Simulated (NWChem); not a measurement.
System: ZrN₂H₃Cl; SMILES [NH]=[Zr]([NH2])[Cl]

```xyz
7

Zr    -0.0691     0.2944    -0.1874
N     -1.5516     1.1940     0.3133
H     -2.4295     1.5625     0.6706
Cl     0.0883    -2.1024     0.1147
N      1.5132     1.4894     0.2537
H      2.4894     1.1924     0.2513
H      1.4723     2.4241     0.6536
```
Atoms are numbered in this order, from 1.

Program: NWChem. Medium grid unless said otherwise, to which SCAN and Minnesota functionals are sensitive. The geometry was optimised at PBE0/def2-SVP. def2 effective core potentials on Zr; no spin-orbit coupling. Total energies of different functionals are on different scales.

```csv
level,energy (Ha),highest occupied level (eV),orbital gap (eV),dipole (D)
B3LYP/def2-SVP,-618.4773,-6.64,4.02,3.33
PBE/def2-SVP,-618.1449,-5.60,2.54,3.32
KT2/def2-SVP,-623.7540,-5.71,2.55,3.29
MPW1K/def2-SVP,-618.4245,-7.92,6.14,3.47
BLYP/def2-SVP,-618.3819,-5.41,2.36,3.25
MN15-L/def2-SVP,-618.0692,-6.04,3.41,3.51
MN15/def2-SVP,-618.0917,-7.67,6.10,3.39
```
